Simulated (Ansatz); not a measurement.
Total energies of the cluster Li₈Sn (the lowest singlet isomer of a short search) from Ansatz at PBE0-D4/def2-TZVP, gas phase (1 Eh = 27.2114 eV = 2625.5 kJ/mol). The reference geometry is relaxed at PBE0-D4/def2-SVP.

```
atom   x (Å)   y (Å)   z (Å)
 Li1   0.306  -4.395  -1.308
 Li2  -1.377  -2.600   0.726
 Li3   0.462   4.566  -0.256
 Li4  -1.447   1.968  -0.500
 Li5  -0.332  -1.240  -1.580
 Li6   1.360   1.461  -0.430
 Li7   1.437  -1.981   0.529
 Li8   0.016   2.314   1.964
 Sn9  -0.424  -0.093   0.856
```

```csv
state,geometry,energy (Eh)
charge 0 singlet,reference,-274.40339
charge 1 doublet,reference,-274.24155
free Li atom (doublet),–,-7.46705
free Sn atom (triplet),–,-214.25870
```

In the def2 sets Sn takes a core potential; there is no spin–orbit coupling.

(1) Work out the vertical ionisation energy to the doublet.

(2) What is the binding energy per atom against free atoms?

(1) E(charge 1 doublet) − E(charge 0 singlet) = -274.24155 − (-274.40339) = 0.16184 Eh = 4.40 eV. For comparison, −ε of the highest occupied level is 3.41 eV at this level, 0.99 eV less.

(2) Atoms: 8 × (-7.46705) + 1 × (-214.25870) = -273.99510 Eh. Binding: -273.99510 − (-274.40339) = 0.40829 Eh = 11.11 eV, or 1.23 eV for each of 9 atoms (no zero-point energy, no counterpoise term).

The restricted singlet is unstable towards broken spin symmetry in Hartree–Fock (as tested in another run); at PBE0-D4/def2-TZVP this wasn't settled. 

The structure comes from a short search, and lower isomers may exist.
